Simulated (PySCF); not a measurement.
## TiB: frontier orbitals

r²SCAN at R = 2.030 Å; PySCF, no relativity, basis sets Ti def2-TZVPP, B def2-TZVPP. State: ⁶Δ (sextet), unpaired electrons σ ↑↑, π ↑↑, δ ↑. Only the outer orbitals are listed, counted within each symmetry.

```json
{"spin": "α", "orbital": "7σ", "occ.": "1", "ε (eV)": "-10.29", "on Ti (%)": "24", "main shells (%)": "76 B s, 11 Ti s"}
{"spin": "α", "orbital": "8σ", "occ.": "1", "ε (eV)": "-5.07", "on Ti (%)": "37", "main shells (%)": "53 B p, 26 Ti d, 9 Ti s"}
{"spin": "α", "orbital": "3π", "occ.": "1", "ε (eV)": "-4.83", "on Ti (%)": "54", "main shells (%)": "49 Ti d, 46 B p"}
{"spin": "α", "orbital": "3π", "occ.": "1", "ε (eV)": "-4.83", "on Ti (%)": "54", "main shells (%)": "49 Ti d, 46 B p"}
{"spin": "α", "orbital": "1δ", "occ.": "1", "ε (eV)": "-4.39", "on Ti (%)": "100", "main shells (%)": "100 Ti d"}
{"spin": "α", "orbital": "9σ", "occ.": "1", "ε (eV)": "-4.29", "on Ti (%)": "96", "main shells (%)": "57 Ti s, 34 Ti d"}
{"spin": "α", "orbital": "1δ", "occ.": "0", "ε (eV)": "-2.53", "on Ti (%)": "100", "main shells (%)": "100 Ti d"}
{"spin": "α", "orbital": "4π", "occ.": "0", "ε (eV)": "-2.43", "on Ti (%)": "75", "main shells (%)": "38 Ti d, 36 Ti p, 25 B p"}
{"spin": "α", "orbital": "4π", "occ.": "0", "ε (eV)": "-2.43", "on Ti (%)": "75", "main shells (%)": "38 Ti d, 36 Ti p, 25 B p"}
{"spin": "β", "orbital": "2π", "occ.": "1", "ε (eV)": "-36.24", "on Ti (%)": "100", "main shells (%)": "100 Ti p"}
{"spin": "β", "orbital": "2π", "occ.": "1", "ε (eV)": "-36.24", "on Ti (%)": "100", "main shells (%)": "100 Ti p"}
{"spin": "β", "orbital": "6σ", "occ.": "1", "ε (eV)": "-36.20", "on Ti (%)": "99", "main shells (%)": "99 Ti p"}
{"spin": "β", "orbital": "7σ", "occ.": "1", "ε (eV)": "-7.64", "on Ti (%)": "17", "main shells (%)": "80 B s"}
{"spin": "β", "orbital": "3π", "occ.": "0", "ε (eV)": "-2.33", "on Ti (%)": "46", "main shells (%)": "53 B p, 42 Ti d"}
{"spin": "β", "orbital": "3π", "occ.": "0", "ε (eV)": "-2.33", "on Ti (%)": "46", "main shells (%)": "53 B p, 42 Ti d"}
{"spin": "β", "orbital": "8σ", "occ.": "0", "ε (eV)": "-1.95", "on Ti (%)": "46", "main shells (%)": "42 B p, 28 Ti d, 12 B s"}
```

Which are the highest filled and the lowest empty level, where do they sit, and how wide is the gap?

Highest filled α 9σ at -4.29 eV (in %: 57 Ti s, 34 Ti d); lowest empty α 1δ at -2.53 eV (in %: 100 Ti d); the gap at r²SCAN is 1.76 eV.

The bond order (Mayer) is 2.01. The ⟨S²⟩ is 8.755, the charge on Ti (Mulliken, basis-dependent) is 0.22 and the charge on Ti (Löwdin, basis-dependent) is 0.08. The dipole moment (positive dipole means Ti(−)B(+)) is -3.27 D.

With d or f electrons several states lie close, and the lowest PBE0 determinant need not be the measured ground state.
